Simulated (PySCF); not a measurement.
NbCl3, SMILES [Cl][Nb]([Cl])[Cl] (connectivity only; charge and spin as stated), neutral, multiplicity 3.

The structure is a stationary point at PBE-D3(BJ)/def2-SVP. The geometry has at least one imaginary mode, so it is a saddle point at that level. The spin state was assumed, not searched. The def2 effective core potentials stand for the cores of Nb; spin–orbit coupling is left out.

Level of theory: TDA-PBE0/def2-SVPD in PySCF.

Vertical excitations. Isolated molecule, no solvent.

| state | energy (eV) | λ (nm) | f | main pairs |
|---|---|---|---|---|
| root 1 | 0.30 | 4079 | 0.000 | α HOMO→LUMO 96 % |
| root 2 | 0.71 | 1758 | 0.000 | α HOMO−1→LUMO 97 % |
| root 3 | 1.22 | 1016 | 0.000 | α HOMO→LUMO+1 96 % |
| root 4 | 1.54 | 805 | 0.001 | α HOMO→LUMO+2 98 % |
| root 5 | 1.92 | 647 | 0.002 | α HOMO−1→LUMO+1 97 % |
| root 6 | 2.27 | 546 | 0.003 | α HOMO−1→LUMO+2 99 % |
| root 7 | 4.37 | 284 | 0.000 | α HOMO−2→LUMO 98 % |
| root 8 | 4.66 | 266 | 0.014 | α HOMO→LUMO+3 94 % |
| root 9 | 4.71 | 263 | 0.000 | α HOMO→LUMO+4 95 % |
| root 10 | 4.80 | 258 | 0.007 | α HOMO−3→LUMO 89 %, β HOMO−2→LUMO 6 % |
Unrestricted roots are not spin-pure.
